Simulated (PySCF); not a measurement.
Compound: ethylbenzene, C₈H₁₀.
Bonds: C1–C2, C2–C3, C3–C4 (aromatic), C4–C5 (aromatic), C5–C6 (aromatic), C6–C7 (aromatic), C7–C8 (aromatic), C3–C8 (aromatic). Hydrogens: H9, H10, H11 on C1; H12, H13 on C2; H14 on C4; H15 on C5; H16 on C6; H17 on C7; H18 on C8.

The same species was optimised twice, with GFN2-xTB and with PBE0-D3(BJ)/def2-SVP (PySCF), and the same property calculations (PySCF, gas phase) were run on both structures.

| coordinate | GFN2-xTB | PBE0-D3(BJ)/def2-SVP | change |
| --- | --- | --- | --- |
| C3–C4 (Å) | 1.389 | 1.400 | +0.011 |
| C3–C8 (Å) | 1.389 | 1.400 | +0.011 |
| C4–C5 (Å) | 1.383 | 1.394 | +0.011 |
| C7–C8 (Å) | 1.383 | 1.394 | +0.011 |
| C5–C6 (Å) | 1.384 | 1.394 | +0.010 |
| C6–C7 (Å) | 1.384 | 1.394 | +0.010 |
| C1–C2 (Å) | 1.530 | 1.527 | -0.003 |
| C2–C3 (Å) | 1.502 | 1.506 | +0.004 |
| C1–C2–C3 (°) | 110.4 | 112.6 | +2.2 |
| C4–C3–C8 (°) | 118.7 | 118.2 | -0.5 |
| C3–C8–C7 (°) | 120.7 | 121.1 | +0.4 |
| C2–C3–C4 (°) | 120.6 | 120.9 | +0.3 |
| C3–C4–C5 (°) | 120.7 | 121.0 | +0.3 |
| C2–C3–C8 (°) | 120.6 | 120.9 | +0.3 |
| C5–C6–C7 (°) | 119.7 | 119.5 | -0.2 |
| C6–C7–C8 (°) | 120.1 | 120.0 | -0.1 |
| C1–C2–C3–C4 (°) | -89 | -88 | +1 |

Rotational constants: A = 4565, B = 1500, C = 1243 MHz (GFN2-xTB) against A = 4534, B = 1466, C = 1216 MHz (PBE0-D3(BJ)/def2-SVP). Point groups within 0.08 Å: Cs and Cs.

On the GFN2-xTB structure: HOMO (eV) -7.00 [PBE0/pcSseg-1]; LUMO (eV) -0.09 [PBE0/pcSseg-1]; dipole (D) 0.40 [PBE0/pcSseg-1]; GIAO shielding of C1 (ppm) 164.3 [PBE0/pcSseg-1]; GIAO shielding of C2 (ppm) 151.6 [PBE0/pcSseg-1]; GIAO shielding of C3 (ppm) 35.5 [PBE0/pcSseg-1]; GIAO shielding of C4/C8 (mean) (ppm) 53.6 [PBE0/pcSseg-1]; GIAO shielding of C5/C7 (mean) (ppm) 52.7 [PBE0/pcSseg-1]; GIAO shielding of C6 (ppm) 55.9 [PBE0/pcSseg-1].

Q: What do these properties become on the PBE0-D3(BJ)/def2-SVP structure?

A: 
| property | level | on GFN2-xTB | on PBE0-D3(BJ)/def2-SVP | change |
| --- | --- | --- | --- | --- |
| HOMO (eV) | PBE0/pcSseg-1 | -7.00 | -7.00 | 0.00 |
| LUMO (eV) | PBE0/pcSseg-1 | -0.09 | -0.15 | -0.06 |
| dipole (D) | PBE0/pcSseg-1 | 0.40 | 0.39 | -0.01 |
| energy, GFN2-xTB geometry as zero (kcal/mol) | PBE0/pcSseg-1 | 0.0 | -0.4 | -0.4 |
| GIAO shielding of C1 (ppm) | PBE0/pcSseg-1 | 164.3 | 163.1 | -1.2 |
| GIAO shielding of C2 (ppm) | PBE0/pcSseg-1 | 151.6 | 150.9 | -0.7 |
| GIAO shielding of C3 (ppm) | PBE0/pcSseg-1 | 35.5 | 33.9 | -1.6 |
| GIAO shielding of C4/C8 (mean) (ppm) | PBE0/pcSseg-1 | 53.6 | 50.4 | -3.2 |
| GIAO shielding of C5/C7 (mean) (ppm) | PBE0/pcSseg-1 | 52.7 | 50.3 | -2.4 |
| GIAO shielding of C6 (ppm) | PBE0/pcSseg-1 | 55.9 | 53.1 | -2.8 |

The heavy atoms differ by 0.023 Å rms after alignment. Among bonds between heavy atoms C3–C4, C3–C8, C4–C5, C5–C6, C6–C7 and C7–C8 change most and about equally (+0.010 to +0.011 Å). Changes are differences of the printed values. Neither structure is proved a minimum here.

The values belong to the conformer `[CH3:1][CH2:2][c:3]1[cH:4][cH:5][cH:6][cH:7][cH:8]1`: C1–C2–C3–C4 -88°.
